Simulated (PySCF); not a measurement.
Cd (cadmium, neutral): BLYP calculation

Configuration: [Kr] 4d10 5s1 5p1, high-spin 3P determinant (an excited configuration). Computed with PySCF 2.14 in aug-cc-pwCVTZ-PP with ECP28MDF, with scalar relativity through the core potential.

```json
{
 "Total energy": "-167.5547 hartree",
 "One-electron energy": "-295.7133 hartree",
 "Hartree (Coulomb) energy": "143.4908 hartree",
 "Exchange-correlation energy": "-15.3322 hartree",
 "⟨S²⟩": "2.0008",
 "⟨L²⟩": "2.007",
 "Sum of ⟨r⟩": "27.45 bohr",
 "Sum of ⟨r²⟩": "56.77 bohr²",
 "Traceless quadrupole moment −½Σ⟨3z² − r²⟩ along its main axis": "-7.83 e·bohr²"
}
```

```tsv
shell	electrons	mean orbital energy (eV)	spread (eV)	rms radius, mean of both spins (bohr)
4s α	1	-110.11	0	0.940
4s β	1	-110.05	0	0.940
4p α	3	-69.623	0.187	1.03
4p β	3	-69.551	0.219	1.03
4d α	5	-13.292	0.214	1.42
4d β	5	-13.053	0.298	1.42
5s α	1	-7.250	0	2.98
5p α	1	-2.312	0	4.43
```

Energies and moments cover only the electrons outside the core potential.
